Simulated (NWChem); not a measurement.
System: CH3NOSi; SMILES O(C#N)[SiH3]

NWChem input:

```
start job
memory heap 200 mb stack 900 mb global 1100 mb
geometry units angstroms noautosym nocenter noautoz
  N      0.443853     2.308795     0.000000
  C     -0.085065     1.269369     0.000000
  O     -0.709110     0.137596     0.000000
  Si     0.097444    -1.378550     0.000000
  H      0.927763    -1.476131    -1.221149
  H     -1.008993    -2.354763     0.000000
  H      0.927763    -1.476131     1.221149
end
basis spherical
  * library 6-31g*
end
dft
  xc m06-2x
  iterations 150
end
cosmo
  do_cosmo_smd true
  solvent octanol
end
task dft energy
```

Geometry: optimised at B3LYP/6-31G* (spherical d). Solvent: 1-octanol.

Level: M06-2X/6-31G* with SMD (1 M gas to 1 M solution), gas-phase geometry. Reactions with the solvent are ignored.

**Question.** What results follow from this input? (M06-2X/6-31G* (spherical d), SMD on the gas-phase geometry.) Quantities: solvation free energy (kcal/mol); cavity-dispersion-structure term (kcal/mol); dipole in solution (D).

**Answer.** The solvation free energy (kcal/mol) comes out as -1.9 and the cavity-dispersion-structure term (kcal/mol) is 3.6. The dipole in solution (D) comes out as 5.47.
